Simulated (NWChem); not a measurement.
System: CH₃BeBrS; SMILES C[S][Be][Br]

The following NWChem deck was run.

```
start job
memory heap 200 mb stack 900 mb global 1100 mb
geometry units angstroms noautoz
  Be     0.246069     0.306744     0.000317
  Br    -0.262913    -1.592957    -0.001001
  S      0.763984     2.129385     0.001645
  C     -0.877810     3.001398     0.002764
  H     -1.454175     2.762621    -0.892707
  H     -0.655281     4.070161     0.005014
  H     -1.455065     2.758966     0.896655
end
basis spherical
  * library 6-31g*
end
dft
  xc xcamb88 1.00 lyp 1.0 hfexch 1.00
  cam 0.33 cam_alpha 0.0 cam_beta 1.0
  iterations 150
  mulliken
end
task dft energy
```

NWChem printed, in part:

```
             Northwest Computational Chemistry Package (NWChem) 7.3.0
             --------------------------------------------------------

 CS  symmetry detected

                             Geometry "geometry" -> ""
                             -------------------------

 Output coordinates in angstroms (scale by  1.889725989 to convert to a.u.)

  No.       Tag          Charge          X              Y              Z
 ---- ---------------- ---------- -------------- -------------- --------------
    1 Be                   4.0000     0.30158283     0.22463314     0.00000000
    2 Br                  35.0000    -0.02556438    -1.71467163     0.00000000
    3 S                   16.0000     0.64490659     2.08806726     0.00000000
    4 C                    6.0000    -1.07195847     2.80099773     0.00000000
    5 H                    1.0000    -1.62344446     2.50695087    -0.89468201
    6 H                    1.0000    -0.95144367     3.88601044     0.00000000
    7 H                    1.0000    -1.62344446     2.50695087     0.89468201

 Effective nuclear repulsion energy (a.u.)     221.1404177799

      Symmetry information
      --------------------

 Group name             Cs
 Group number              2
 Group order               2
 No. of unique centers     6

                                 NWChem DFT Module
                                 -----------------

 Summary of "ao basis" -> "ao basis" (spherical)
 ------------------------------------------------------------------------------
       Tag                 Description            Shells   Functions and Types
 ---------------- ------------------------------  ------  ---------------------
 Be                          6-31g*                  6       14   3s2p1d
 Br                          6-31g*                 12       32   5s4p3d
 S                           6-31g*                  8       18   4s3p1d
 C                           6-31g*                  6       14   3s2p1d
 H                           6-31g*                  2        2   2s

      Symmetry analysis of basis
      --------------------------

        a'         59
        a"         25

            General Information
            -------------------
          SCF calculation type: DFT
          Wavefunction type:  closed shell.
          No. of atoms     :     7
          No. of electrons :    64
           Alpha electrons :    32
            Beta electrons :    32
          Charge           :     0
          Spin multiplicity:     1
          Use of symmetry is: on ; symmetry adaption is: on
          Maximum number of iterations: 150
          AO basis - number of functions:    84
                     number of shells:    38
          Convergence on energy requested:  1.00D-06
          Convergence on density requested:  1.00D-05
          Convergence on gradient requested:  5.00D-04

              XC Information
              --------------
                     Hartree-Fock (Exact) Exchange  1.000
                   CAM-Becke88 Exchange Functional  1.000
              Lee-Yang-Parr Correlation Functional  1.000

           Range-Separation Parameters
           ---------------------------
           Alpha           :  0.00
           Beta            :  1.00
           Gamma           :  0.33
           Short-Range HF  :     F

             Grid Information
             ----------------
          Grid used for XC integration:  medium
          Radial quadrature: Mura-Knowles
          Angular quadrature: Lebedev.
          Tag              B.-S. Rad. Rad. Pts. Rad. Cut. Ang. Pts.
          ---              ---------- --------- --------- ---------
          Be                  1.05       49          10.0       434
          Br                  1.15      112          12.0       590
          S                   1.00       88          11.0       590
          C                   0.70       49          12.0       434
          H                   0.35       45          14.0       434
          Grid pruning is: on
          Number of quadrature shells:   388
          Spatial weights used:  Erf1

      Superposition of Atomic Density Guess
      -------------------------------------

 Sum of atomic energies:       -3023.26467529

      Non-variational initial energy
      ------------------------------

 Total energy =   -3024.591109
 1-e energy   =   -4642.058121
 2-e energy   =    1396.326595
 HOMO         =      -0.300560
 LUMO         =       0.030493

      Symmetry analysis of molecular orbitals - initial
      -------------------------------------------------

  Numbering of irreducible representations:

     1 a'          2 a"

  Orbital symmetries:

     1 a'          2 a'          3 a'          4 a'          5 a'
     6 a"          7 a'          8 a'          9 a'         10 a'
    11 a'         12 a"         13 a'         14 a'         15 a"
    16 a'         17 a'         18 a'         19 a"         20 a'
    21 a"         22 a'         23 a'         24 a'         25 a'
    26 a"         27 a'         28 a'         29 a"         30 a'
    31 a'         32 a"         33 a'         34 a'         35 a"
    36 a'         37 a'         38 a'         39 a"         40 a'
    41 a'         42 a'

     ---------------------------------------------
      Total Density - Mulliken Population Analysis
     ---------------------------------------------

    Atom       Charge   Shell Charges
 -----------   ------   -------------------------------------------------------
    1 Be   4     3.35   2.00  0.44  0.49  0.32  0.04  0.05
    2 Br  35    35.39   2.00  2.00  6.00  2.00  5.99  1.55  3.95  0.37  1.52  6.97  2.93  0.11
    3 S   16    16.34   2.00  2.00  5.98  1.32  3.11  0.50  1.41  0.03
    4 C    6     6.63   2.00  0.70  1.90  0.73  1.28  0.03
    5 H    1     0.76   0.47  0.29
    6 H    1     0.76   0.47  0.30
    7 H    1     0.76   0.47  0.29

   convergence    iter        energy       DeltaE   RMS-Dens  Diis-err
 ---------------- ----- ----------------- --------- --------- ---------
 d= 0,ls=0.0,diis     1  -3025.9492260420 -3.25D+03  8.67D-03  5.34D-01
 d= 0,ls=0.0,diis     2  -3025.9946248544 -4.54D-02  3.51D-03  1.40D-01
 d= 0,ls=0.0,diis     3  -3026.0069276695 -1.23D-02  9.36D-04  1.16D-02
 d= 0,ls=0.0,diis     4  -3026.0082205952 -1.29D-03  2.99D-04  3.22D-04
 d= 0,ls=0.0,diis     5  -3026.0083041037 -8.35D-05  1.79D-04  6.31D-05
  Resetting Diis
 d= 0,ls=0.0,diis     6  -3026.0083243005 -2.02D-05  4.31D-05  5.66D-06
 d= 0,ls=0.0,diis     7  -3026.0083258006 -1.50D-06  1.89D-05  6.97D-07
 d= 0,ls=0.0,diis     8  -3026.0083260327 -2.32D-07  5.84D-06  3.27D-07

         Total DFT energy =    -3026.008326032700
      One electron energy =    -4644.633076992433
           Coulomb energy =     1523.137539109448
    Exchange-Corr. energy =     -125.653205929596
 Nuclear repulsion energy =      221.140417779880

 Numeric. integr. density =       64.000000600562

                  Occupations of the irreducible representations
                  ----------------------------------------------

                     irrep           alpha         beta
                     --------     --------     --------
                     a'               24.0         24.0
                     a"                8.0          8.0

                       DFT Final Molecular Orbital Analysis
                       ------------------------------------

 Vector   30  Occ=2.000000D+00  E=-4.083803D-01  Symmetry=a'
              MO Center= -1.6D-03, -1.2D+00,  1.2D-11, r^2= 3.1D+00
   Bfn.  Coefficient  Atom+Function         Bfn.  Coefficient  Atom+Function
  ----- ------------  ---------------      ----- ------------  ---------------
    25      0.706590  2 Br px                21     -0.320062  2 Br px
    29      0.299448  2 Br px                54      0.168028  3 S  py
     4     -0.106635  1 Be py                 3      0.096582  1 Be px
    17      0.096182  2 Br px                53      0.079077  3 S  px
    58      0.069142  3 S  py                68     -0.069322  4 C  py

 Vector   31  Occ=2.000000D+00  E=-3.953762D-01  Symmetry=a'
              MO Center=  4.5D-01,  1.7D+00,  2.8D-13, r^2= 3.6D+00
   Bfn.  Coefficient  Atom+Function         Bfn.  Coefficient  Atom+Function
  ----- ------------  ---------------      ----- ------------  ---------------
    54      0.416695  3 S  py                53      0.368319  3 S  px
    25     -0.229914  2 Br px                 4     -0.209665  1 Be py
    56      0.203183  3 S  s                 52      0.181671  3 S  s
    58      0.180760  3 S  py                57      0.171963  3 S  px
    50     -0.163487  3 S  py                26      0.153495  2 Br py

 Vector   32  Occ=2.000000D+00  E=-3.455277D-01  Symmetry=a"
              MO Center=  4.5D-01,  1.8D+00,  1.0D-15, r^2= 2.7D+00
   Bfn.  Coefficient  Atom+Function         Bfn.  Coefficient  Atom+Function
  ----- ------------  ---------------      ----- ------------  ---------------
    55      0.639156  3 S  pz                59      0.379268  3 S  pz
    51     -0.245041  3 S  pz                27     -0.196230  2 Br pz
    69     -0.120108  4 C  pz                 5      0.115106  1 Be pz
    80      0.113465  5 H  s                 84     -0.113465  7 H  s
    31     -0.112079  2 Br pz                23      0.088572  2 Br pz

 Vector   33  Occ=0.000000D+00  E= 3.935187D-02  Symmetry=a'
              MO Center=  1.7D-01,  6.7D-01,  5.7D-13, r^2= 4.2D+00
   Bfn.  Coefficient  Atom+Function         Bfn.  Coefficient  Atom+Function
  ----- ------------  ---------------      ----- ------------  ---------------
    70      0.621425  4 C  s                  7      0.612314  1 Be px
     3      0.399982  1 Be px                56     -0.294102  3 S  s
    29     -0.251406  2 Br px                82     -0.246437  6 H  s
    71      0.232755  4 C  px                25     -0.211425  2 Br px
    58     -0.168452  3 S  py                67      0.156902  4 C  px

[...]
```

Level: LC-BLYP (range parameter 0.33 per bohr)/6-31G* (spherical d). Geometry: optimised at B3LYP/6-31G* (spherical d).
